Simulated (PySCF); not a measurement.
A side-by-side comparison of computed properties.

First species: C₅H₉N.
Atom-mapped SMILES: `[NH:1]=[C:2]1[CH2:3][CH2:4][CH2:5][CH2:6]1` (hydrogens: H7 on N1; H8, H9 on C3; H10, H11 on C4; H12, H13 on C5; H14, H15 on C6)

Second species: C8H7N.
SMILES: `C#C/C(C=C)=C(/C)C#N`

Levels: CAM-B3LYP/def2-SVPD for HOMO energy, LUMO energy, HOMO–LUMO gap and static isotropic polarisability; TDDFT CAM-B3LYP/def2-SVPD for lowest singlet excitation; TDA CAM-B3LYP/def2-SVPD for lowest triplet excitation (Tamm–Dancoff); ΔSCF CAM-B3LYP/def2-SVPD for vertical ionisation energy. Geometries: PBE0-D3(BJ)/def2-SVP. Each species is one conformer at its optimised geometry, gas phase, non-relativistic unless stated; the electronic structure was computed with PySCF and density fitting.

Dipoles, sizes and rotational constants follow the conformer. The torsions of the flexible species, by atom-mapped SMILES:
- `[CH:1]#[C:2]/[C:3]([CH:4]=[CH2:5])=[C:6](/[CH3:7])[C:8]#[N:9]`: C2–C3–C4–C5 0°

The conformers of `N=C1CCCC1` aren't listed.

| property | column X | column Y |
| --- | --- | --- |
| HOMO energy | -8.67 eV | -8.21 eV |
| LUMO energy | 1.04 eV | -1.43 eV |
| HOMO–LUMO gap | 9.71 eV | 6.78 eV |
| lowest singlet excitation | 5.32 eV | 4.53 eV |
| lowest triplet excitation (Tamm–Dancoff) | 4.61 eV | 2.39 eV |
| static isotropic polarisability | 64.5 au | 107.8 au |
| vertical ionisation energy | 9.52 eV | 8.83 eV |

Problem. Which column belongs to which species?

Solution. Column X is the first species and column Y the second. The first has 15 atoms and 46 electrons, the second 16 and 62.

Problem. How does each property change from the first species to the second?

Solution. HOMO energy +0.46 eV; LUMO energy -2.47 eV; HOMO–LUMO gap -2.93 eV; lowest singlet excitation -0.79 eV; lowest triplet excitation (Tamm–Dancoff) -2.22 eV; static isotropic polarisability +43.3 au; vertical ionisation energy -0.69 eV.

On the first: No computed singlet falls in the visible range (750 to 380 nm, 1.65 to 3.26 eV); S1 lies 2.06 eV above its blue end. The vertical singlet–triplet gap S1 − T1 is 0.71 eV (TDDFT singlet less Tamm–Dancoff triplet; S1: HOMO→LUMO, weight 0.93; T1: HOMO→LUMO, weight 0.90).

On the second: The principal polarisabilities are 60.0, 112.6 and 150.7 au; their mean is the isotropic value. No computed singlet falls in the visible range (750 to 380 nm, 1.65 to 3.26 eV); S1 lies 1.27 eV above its blue end.
